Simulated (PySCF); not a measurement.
C₇H₁₆FNSi.
Geometry (PBE0-D3(BJ)/def2-SVP, Å), atoms numbered from 1 in this order:
```xyz
26
C7H16FNSi angstrom
C      2.080    1.117    1.200
C      1.304    0.854   -0.090
C      2.225    0.484   -1.250
Si    -0.061   -0.427    0.204
C      0.648   -2.152    0.390
N     -1.145    0.053    1.484
C     -2.515    0.281    1.058
C     -2.462    0.584   -0.441
C     -1.466   -0.361   -1.095
F     -2.035   -1.635   -1.182
H      2.815    1.930    1.072
H      1.405    1.403    2.022
H      2.642    0.224    1.521
H      0.763    1.783   -0.354
H      1.669    0.311   -2.186
H      2.795   -0.435   -1.034
H      2.962    1.280   -1.448
H      1.317   -2.404   -0.447
H     -0.174   -2.883    0.403
H      1.224   -2.256    1.323
H     -1.015   -0.149    2.466
H     -2.975    1.127    1.599
H     -3.164   -0.600    1.229
H     -3.455    0.502   -0.912
H     -2.103    1.616   -0.595
H     -1.210   -0.039   -2.118
```

Computed with PySCF at PBE0/pcSseg-1, non-relativistic, on one gas-phase PBE0-D3(BJ)/def2-SVP geometry that isn't relaxed in the solvent. The solvent is an IEF-PCM continuum (Bondi radii, 1.10 Å for H, scaled by 1.2). Specific hydrogen bonds and non-electrostatic terms are outside this model.

| run | E − E(gas) (kcal/mol) | HOMO (eV) | HOMO–LUMO gap (eV) | dipole (D) |
| --- | --- | --- | --- | --- |
| gas | 0.00 | -6.36 | 7.39 | 1.54 |
| P | -3.37 | -6.28 | 7.47 | 1.87 |
| Q | -4.20 | -6.28 | 7.49 | 1.96 |

The runs were made in tetrahydrofuran and water. Which run belongs to which solvent?

P = tetrahydrofuran, Q = water. The dielectric constants are 7.426 (tetrahydrofuran), 78.36 (water), and the energy falls further as ε rises. In this model the ground state sees the solvent through ε alone.

How constant is the ratio of the lowering to (ε − 1)/(2ε + 1)?

```json
{"solvent": "tetrahydrofuran", "(ε − 1)/(2ε + 1)": "0.405", "E − E(gas) (kcal/mol)": "-3.37", "ratio (kcal/mol)": "-8.3", "polarisation term (kcal/mol)": "-3.67"}
{"solvent": "water", "(ε − 1)/(2ε + 1)": "0.490", "E − E(gas) (kcal/mol)": "-4.20", "ratio (kcal/mol)": "-8.6", "polarisation term (kcal/mol)": "-4.67"}
```

The ratio changes by +2.9 % in size from tetrahydrofuran to water. The polarisation term is half the interaction of the solute with the induced surface charges.

Time: 47 s wall; peak memory 1.5 GiB. Hardware: one thread of an AMD EPYC 9R45, no GPU, on a shared host. This is the whole shielding run at PBE0/pcSseg-1 in water, SCF included.
